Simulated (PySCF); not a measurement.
Heteronuclear NMR

Cartesian coordinates in Å; atom numbers follow the order of the lines, from 1:
```xyz
17

C     2.1170   -1.4501    0.0176
C     1.0272   -0.6304   -0.5740
C     0.3460    0.3867   -0.0249
C     0.5917    0.8945    1.3226
O    -0.1327    1.6784    1.8910
C    -0.7959    1.0455   -0.7342
Si   -2.4696    0.4369   -0.0349
Cl   -2.4203   -1.5839   -0.1182
H     2.9661   -1.4780   -0.6654
H     2.4513   -1.0870    0.9835
H     1.7648   -2.4757    0.1359
H     0.7415   -0.9386   -1.5739
H     1.5074    0.5263    1.8180
H    -0.7412    0.8425   -1.8040
H    -0.7313    2.1236   -0.5917
H    -3.5395    0.8953   -0.9207
H    -2.6895    0.8260    1.3480
```

PySCF 2.14.0 with density-fitted response routines calculation with GIAO PBE0/pcSseg-1 shieldings and coordinates at the GFN2-xTB level; rapidly exchanging positions averaged, relativity neglected, in vacuum, a single conformation.

Problem. Predict the ²⁹Si NMR data.

Solution. 
| atoms | environment | σ (ppm) | δ (ppm) |
| --- | --- | --- | --- |
| Si7 | silicon bonded to C, Cl, 2 H | 364.1 | -19.3 |

Shieldings were converted by a linear fit to measured shifts: ²⁹Si (scatter 8.9 ppm rms, 25.8 ppm with the 6 outliers that the fit left out vs TMS, solution or neat liquid). A few per cent of atoms miss by over 2 rms, more outside the fitted compound classes.

On a 300 MHz spectrometer ²⁹Si resonates near 59.6 MHz, so 1 ppm is 59.6 Hz.

Problem. Where does ¹⁷O resonate?

Solution. 
| atoms | environment | σ (ppm) | δ (ppm) |
| --- | --- | --- | --- |
| O5 | aldehyde oxygen | -333.5 | 570.5 |

Shieldings were converted by a linear fit to measured shifts: ¹⁷O: δ = 266.70 − 0.911σ (rms 10.7 ppm, 155 shifts, 12.2 ppm with the 3 outliers that the fit left out vs liquid water, solution or neat liquid). A few per cent of atoms miss by over 2 rms, more outside the fitted compound classes.

On a 300 MHz spectrometer ¹⁷O resonates near 40.7 MHz, so 1 ppm is 40.7 Hz.
